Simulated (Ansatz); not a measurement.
Consider the isomerisation: `[CH3][Ge@H]1[O][C@@H]1F` → `O[C]1(F)[CH2][GeH2]1`.

Computed with Ansatz on PBE0-D4/def2-TZVP structures; ΔE is electronic, products minus reactants. CCSD(T)/CBS is the MP2 limit (def2-TZVPP, def2-QZVPP) plus CCSD(T) − MP2 in def2-TZVPP, frozen cores. For Ge outer-core shells are correlated without core-valence functions, which leaves a few kJ/mol of doubt a bond. Scalar relativity is left out up to krypton. One conformer a species, not always the lowest.

```
                  species  CCSD(T)/CBS(def2) energy (Eh)
`[CH3][Ge@H]1[O][C@@H]1F`                    -2330.15354
   `O[C]1(F)[CH2][GeH2]1`                    -2330.12646
```

Task: Work out ΔE.

Result: ΔE = (-2330.12646) − (-2330.15354) = 0.02708 Eh = +17.0 kcal/mol.

Largest T1 diagnostic among the species: 0.014.

From PBE to PBE0 (25 % exact exchange), in def2-TZVPP and without D4, ΔE moves by −1.7 kcal/mol. In def2-TZVPP, CCSD(T) changes the Hartree–Fock value by +0.8 kcal/mol (the triples alone add +0.6 kcal/mol) and MP2 by +1.3 kcal/mol.
